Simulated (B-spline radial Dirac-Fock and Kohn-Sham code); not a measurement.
# Sn 4p1/2: cross section and angular parameters

System: atomic tin, configuration [Kr] 4d10 5s2 5p2; threshold 83.60 eV (tabulated edge). These are calculated numbers from a radial finite-basis atomic code; the model is Dirac-Hartree-Slater photoionisation with a Latter tail; cross sections with all multipoles, angular parameters from the dipole term and its interference with E2.

For linearly polarised light dσ/dΩ = σ/(4π) [1 + β P₂(cos θ) + (δ + γ cos²θ) sin θ cos φ], with θ from the polarisation vector and φ the angle between the beam and the projection of the electron momentum on the plane normal to the polarisation.

```csv
hν (eV),σ (kb),β,γ,δ
109,143,0.328,-0.013,0.015
119,123,-0.036,0.458,-0.066
150,100,-0.204,0.091,-0.021
181,97.9,0.161,-0.083,0.027
200,97.2,0.381,-0.060,0.036
394,71.5,1.339,0.237,0.015
459,63.2,1.441,0.227,0.010
474,61.4,1.459,0.221,0.009
600,48.1,1.566,0.161,0.004
800,33.2,1.644,0.068,0.000
1070,21.3,1.681,-0.004,-0.001
2000,6.95,1.668,0.042,0.000
2150,6.03,1.660,0.068,0.000
2460,4.59,1.643,0.128,0.002
2860,3.35,1.619,0.211,0.003
3270,2.51,1.594,0.299,0.006
3480,2.19,1.582,0.344,0.007
3680,1.93,1.570,0.386,0.009
4160,1.46,1.543,0.485,0.012
6000,0.605,1.448,0.825,0.029
6370,0.521,1.430,0.886,0.032
6780,0.445,1.412,0.950,0.037
7370,0.359,1.386,1.037,0.043
7610,?,?,?,?
8047.8,0.285,1.358,1.130,0.051
9180,0.201,1.314,1.272,0.063
12000,0.0961,1.219,1.566,0.096
```

**Question.** Give the values at 7610 eV.

**Answer.** σ = 0.330 kb, β = 1.376, γ = 1.071, δ = 0.046.
